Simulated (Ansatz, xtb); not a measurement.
Relative energy of two isomers of C5H5FOSi

Structure a is `O=CC1=C[Si@@H](F)C=C1`, a singlet and structure b is `O=C[Si]1(F)C=CC=C1`, a singlet. Both are isolated molecules in the gas phase, relaxed with B3LYP/def2-SVP; the shapes shown needn't be the lowest conformers.

a (Å):

```yaml
atoms:
  - { symbol: C, position_ang: [-1.6149, 1.4036, -0.6480] }
  - { symbol: C, position_ang: [-0.3998, 0.6926, -0.1747] }
  - { symbol: C, position_ang: [0.8508, 0.9994, -0.5991] }
  - { symbol: C, position_ang: [0.6205, -1.0106, 1.2206] }
  - { symbol: C, position_ang: [-0.5237, -0.4160, 0.8238] }
  - { symbol: F, position_ang: [3.1547, 0.5045, 1.1565] }
  - { symbol: O, position_ang: [-2.7366, 1.1383, -0.2819] }
  - { symbol: Si, position_ang: [2.0101, -0.2199, 0.2489] }
  - { symbol: H, position_ang: [-1.4177, 2.2239, -1.3846] }
  - { symbol: H, position_ang: [1.0367, 1.7942, -1.3263] }
  - { symbol: H, position_ang: [2.7302, -1.1200, -0.6895] }
  - { symbol: H, position_ang: [0.6336, -1.8319, 1.9401] }
  - { symbol: H, position_ang: [-1.5255, -0.6818, 1.1743] }
```

b (Å):

```xyz
13

C    -1.7044    1.9080   -2.9217
C     0.7570    0.8299   -1.1960
C     0.4948    0.4706    0.0793
C    -0.8139   -0.2003    0.3449
C    -1.6334   -0.3959   -0.7107
F    -0.5210   -0.6093   -3.4506
O    -2.0514    2.8420   -2.2363
Si   -0.7724    0.3848   -2.1760
H    -1.9198    1.9040   -4.0306
H     1.6788    1.3340   -1.4913
H     1.1842    0.6463    0.9128
H    -1.0605   -0.5042    1.3685
H    -2.6137   -0.8667   -0.6198
```

Question: Estimate E(b) − E(a) at the level CCSD(T)/def2-SVP + ΔMP2/def2-TZVPP.

Answer: Calculated at CCSD(T)/def2-SVP + ΔMP2/def2-TZVPP: E(b) − E(a) = +8.2 kcal/mol, so structure a lies lower.

The same difference at several levels:

```json
{"level": "GFN2-xTB", "geometry": "GFN2-xTB", "E(b) − E(a) (kcal/mol)": "+21.4", "departure from the last row (kcal/mol)": "+13.2", "job, with rough time for the two": "optimisation, 0.79 s"}
{"level": "HF/STO-3G", "geometry": "GFN2-xTB", "E(b) − E(a) (kcal/mol)": "+1.2", "departure from the last row (kcal/mol)": "−7.0", "job, with rough time for the two": "single point, 1.1 s"}
{"level": "r2SCAN-D4/def2-SVP", "geometry": "GFN2-xTB", "E(b) − E(a) (kcal/mol)": "+10.3", "departure from the last row (kcal/mol)": "+2.1", "job, with rough time for the two": "single point, 6.9 s"}
{"level": "B3LYP/def2-SVP", "geometry": "B3LYP/def2-SVP", "E(b) − E(a) (kcal/mol)": "+9.5", "departure from the last row (kcal/mol)": "+1.3", "job, with rough time for the two": "optimisation, 93 s"}
{"level": "HF/def2-SVP", "geometry": "B3LYP/def2-SVP", "E(b) − E(a) (kcal/mol)": "+10.6", "departure from the last row (kcal/mol)": "+2.5", "job, with rough time for the two": "part of the CCSD(T) run"}
{"level": "MP2/def2-SVP", "geometry": "B3LYP/def2-SVP", "E(b) − E(a) (kcal/mol)": "+11.2", "departure from the last row (kcal/mol)": "+3.0", "job, with rough time for the two": "part of the CCSD(T) run"}
{"level": "CCSD(T)/def2-SVP", "geometry": "B3LYP/def2-SVP", "E(b) − E(a) (kcal/mol)": "+10.4", "departure from the last row (kcal/mol)": "+2.2", "job, with rough time for the two": "single point"}
{"level": "CCSD(T)/def2-SVP + ΔMP2/def2-TZVPP", "geometry": "B3LYP/def2-SVP", "E(b) − E(a) (kcal/mol)": "+8.2", "departure from the last row (kcal/mol)": "", "job, with rough time for the two": "single point, 2.2 min"}
```

As drawn, b has 1 C–Si, 1 C–H in place of 1 C–C, 1 Si–H.

The levels shown agree on the order. The largest departure from CCSD(T)/def2-SVP + ΔMP2/def2-TZVPP is that of GFN2-xTB, 13.2 kcal/mol. The last row adds to CCSD(T) the change of the MP2 difference between the two basis sets, here −2.2 kcal/mol.

With thermal terms from frequencies at re-optimised GFN2-xTB minima (ideal gas, soft modes damped towards free rotors, one conformer each, 298.15 K, 1 atm): the zero-point term adds +0.8 kcal/mol; ΔH is +9.2 and ΔG +8.5 kcal/mol.

The correlated steps freeze 12 core orbitals. Mirror images aren't counted in ΔG. Run with Ansatz 0.2.0, xtb 6.7.1; the last row on 2 threads of Intel(R) Xeon(R) Platinum 8259CL CPU @ 2.50GHz (Skylake/Cascade Lake) on a shared host.
